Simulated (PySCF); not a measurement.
## How methods differ on the ionisation energy of Dy²⁺

Dy²⁺ [Xe] 4f10 (high-spin determinant) → Dy³⁺ [Xe] 4f9 (high-spin determinant), as a difference of total energies. Calculation: PySCF 2.14, in cc-pVDZ-X2C (8s7p5d3f1g, 84 functions); the spin-free X2C one-electron Hamiltonian (Gaussian nucleus). Correlated levels: valence: [Kr] 4d10 frozen. The calculations carry no spin-orbit coupling.

```csv
method,ionisation energy (eV)
UHF,18.590
MP2 (valence),22.217
SCS-MP2 (valence),21.890
CCSD (valence),21.372
CCSD(T) (valence),21.616
```

Question: How much does correlation contribute at CCSD(T) (valence)?

Answer: 21.616 − (18.590) = 3.026 eV, measured against UHF.

A first-order spin-orbit estimate (lowest level to lowest level, LS coupling) adds 0.077 eV.

Errors of the correlated levels include the incompleteness of this basis and the frozen core.

The determinant of Dy²⁺ and of Dy³⁺ mixes LS terms, which raises its energy above the lowest term, most at the Hartree-Fock and MP2 levels.

For comparison: 22.89 ± 0.03 eV (semi-empirical (NIST evaluation); NIST Atomic Spectra Database, ionization energies).
